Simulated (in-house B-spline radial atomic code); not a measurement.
The numbers below are computed, except where a source is named.
## Ghost states of the separable form: Al

Al, [Ne] 3s2 3p1, non-relativistic PBE, spherical and spin-unpolarised, from an all-electron radial atomic-structure program (B-spline basis) (atomic units; all potentials screened as in the neutral atom).

Troullier-Martins channels: 3s (ε = -0.2841, r_c = 2.29 bohr), 3p (ε = -0.1000, r_c = 2.95 bohr). In the Kleinman-Bylander form one channel serves as the local potential, and each other channel l becomes |δV u><u δV|/<u|δV|u>, with δV = V_l − V_local and u the pseudo-orbital. Its strength is E_KB = <u|δV²|u>/<u|δV|u>. By the analysis of Gonze, Stumpf and Scheffler a spurious state lies below the reference level ε if E_KB > 0 and ε is above the second level of the local potential alone, or if E_KB < 0 and ε is above its first. The table's levels are those of angular momentum l in a sphere of 9 bohr, whose wall can lift a shallow ε a little above its free-atom value.

```json
{"local": "p", "channel": "s", "<u δV u>": "0.045973", "<u δV² u>": "0.071848", "ε": "-0.2840", "first local level": "-0.3890", "second local level": "0.0140"}
{"local": "s", "channel": "p", "<u δV u>": "-0.014417", "<u δV² u>": "0.025967", "ε": "-0.0979", "first local level": "-0.0897", "second local level": "0.1405"}
```

Question: Apply the rule to each row.

Answer: Local p, channel s: E_KB = +1.56, so ε = -0.2840 is set against 0.0140: no ghost. Local s, channel p: E_KB = -1.8, so ε = -0.0979 is set against -0.0897: no ghost.

Diagonalising the separable Hamiltonian gives:

| local | channel | three lowest levels | all-electron, two lowest valence levels |
| --- | --- | --- | --- |
| p | s | -0.2840, 0.0538, 0.3724 | -0.2840, 0.0539 |
| s | p | -0.0979, 0.1315, 0.4668 | -0.0979, 0.1321 |

Question: Which choices of local channel are safe?

Answer: All are free of ghosts. Among the safe choices the second level, which tests transfer, is off by at most 0.6 millihartree (s local), 0.1 millihartree (p local).
